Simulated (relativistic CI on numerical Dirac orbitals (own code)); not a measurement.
Magnetism of Ho⁴⁺, 4f9, in a crystal field

Calculated by Dirac-Coulomb-Breit CI, KLI orbitals optimised for each configuration, QED by a radiative potential, valence Slater integrals scaled by 0.7, one configuration in a parametric crystal field (own radial code).

Field parameters in Wybourne normalisation. The field is a parameter set, without covalency.

S is read from ⟨S²⟩ = S(S + 1).

Powder χT (cm³ K mol⁻¹) by Van Vleck's formula, with temperature-independent terms:

```
                                                                      Field   2 K   5 K  10 K  20 K  50 K  100 K  200 K  300 K
D3d, B20 = 1940, B40 = 1150, B43 = 2540, B60 = 900, B63 = 0, B66 = 400 cm⁻¹  11.9    12    12  12.1  12.4   12.8   13.3   13.5
         D4h, B20 = 2630, B40 = -690, B44 = 990, B60 = 760, B64 = 1340 cm⁻¹  12.1  12.2  12.3  12.4  12.9   13.2   13.4   13.6
```

Problem. For D3d, B20 = 1940, B40 = 1150, B43 = 2540, B60 = 900, B63 = 0, B66 = 400 cm⁻¹: what effective moment follows at 300 K?

Solution. μ_eff = √(8χT) = 10.38 μB. The LS value g√(J(J + 1)) of the free ion's 6H°_15/2 level is 10.65 μB. The level holds only 89 % of that term, so intermediate coupling accounts for much of any difference.
